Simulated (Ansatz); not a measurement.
aminoborane (H4BN), singlet, at a GFN2-xTB geometry; CAM-B3LYP/3-21G run with Ansatz (a quantum-chemistry and plane-wave program).

Ansatz was given this input:
Ansatz 0.2 input:
```yaml
crystal:
  periodic: [false, false, false]
  atoms:
    - {symbol: B, position_ang: [-0.77307193, 0.03810398, -0.00610888]}
    - {symbol: N, position_ang: [0.60276472, -0.02970970, 0.00476310]}
    - {symbol: H, position_ang: [-1.38946287, -0.95786383, -0.02622734]}
    - {symbol: H, position_ang: [-1.28877919, 1.08987185, 0.00506365]}
    - {symbol: H, position_ang: [1.20319210, 0.77796860, 0.02194645]}
    - {symbol: H, position_ang: [1.12105659, -0.89252861, -0.00358004]}
basis:
  gaussian:
    orbitals: 3-21G.json
    point_charges:
      - {charge: -1.0, position_ang: [-3.8003, -1.9552, -1.9271]}
hamiltonian:
  xc: cam_b3lyp
```
The basis file holds 3-21G in the JSON format of the Basis Set Exchange.

The log (banner, timings and long lists left out):

```
Functional definition: CAM-B3LYP
332 factors; integrals over basis functions are off by at most 8.2e-4 eV
134 factors; integrals over basis functions are off by at most 7.1e-6 eV
mean field evaluation 1: about -2216.1786 eV, gradient 3.6e1 eV
mean field evaluation 2: about -2216.0237 eV, gradient 3.7e1 eV
mean field evaluation 4: about -2218.5649 eV, gradient 4.8e-1 eV
mean field evaluation 8: about -2218.5440 eV, gradient 8.2e-3 eV
mean field -2218.54400573 eV, -81.5299884275 hartree, gradient 1.6e-5 eV, S^2 0.000000; 0 other end points of the search recorded, 0 dependent functions left out
reference -2218.54408381 eV, -81.5299912967 hartree; 8, 8 occupied and 18, 18 virtual orbitals, 332 factors
Total energy: -2218.54408381 eV, -81.5299912967 hartree
```
